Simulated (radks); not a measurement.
Results of a calculation; reference values are marked as such.
All-electron atom: Te in [Kr] 4d10 5s2 5p4 (the NIST ground configuration).

Level of theory: scalar-relativistic Kohn-Sham, BLYP, spin-polarised, spherical densities, finite nucleus; open shells are filled with parallel spins first (spin-orbit coupling, left out, can overturn this in heavy ions); Fermi nuclear charge, rms radius 4.7423 fm (a radial shooting solver on a logarithmic mesh with Libxc functionals).

Energy parts (eV):
part                       energy
total                 -184899.934
kinetic                193724.885
electron-nucleus      -447255.912
Hartree                 73425.382
exchange-correlation    -4794.290

Orbitals (lengths in bohr, moments of r in powers of bohr; r(90%) holds 90 % of the orbital's charge):
| orbital | occ. | eigenvalue (eV) | <r^2> | r(90%) | <r> |
|---|---|---|---|---|---|
| 1s up | 1 | -31631.44 | 0.001048 | 0.0500 | 0.02781 |
| 1s down | 1 | -31631.38 | 0.001048 | 0.0500 | 0.02781 |
| 2s up | 1 | -4850.557 | 0.01694 | 0.185 | 0.1199 |
| 2s down | 1 | -4850.534 | 0.01694 | 0.185 | 0.1199 |
| 2p up | 3 | -4354.842 | 0.01339 | 0.170 | 0.1047 |
| 2p down | 3 | -4354.800 | 0.01339 | 0.170 | 0.1047 |
| 3s up | 1 | -964.8014 | 0.1187 | 0.474 | 0.3222 |
| 3s down | 1 | -964.7559 | 0.1187 | 0.474 | 0.3222 |
| 3p up | 3 | -803.6678 | 0.1190 | 0.481 | 0.3203 |
| 3p down | 3 | -803.6161 | 0.1190 | 0.481 | 0.3203 |
| 3d up | 5 | -559.8604 | 0.1044 | 0.467 | 0.2968 |
| 3d down | 5 | -559.8111 | 0.1044 | 0.467 | 0.2968 |
| 4s up | 1 | -164.0163 | 0.6608 | 1.10 | 0.7645 |
| 4s down | 1 | -163.9069 | 0.6607 | 1.10 | 0.7645 |
| 4p up | 3 | -114.0658 | 0.7695 | 1.20 | 0.8212 |
| 4p down | 3 | -113.9540 | 0.7687 | 1.20 | 0.8209 |
| 4d up | 5 | -41.4055 | 1.117 | 1.50 | 0.9742 |
| 4d down | 5 | -41.2228 | 1.109 | 1.49 | 0.9710 |
| 5s up | 1 | -15.4054 | 4.924 | 3.06 | 2.082 |
| 5s down | 1 | -14.3613 | 4.931 | 3.07 | 2.080 |
| 5p up | 3 | -6.2082 | 8.170 | 4.03 | 2.655 |
| 5p down | 1 | -5.1880 | 8.702 | 4.19 | 2.726 |

The highest occupied level is 5p down at -5.188 eV. The density falls to 0.001 e/bohr^3 at r = 4.63 bohr.
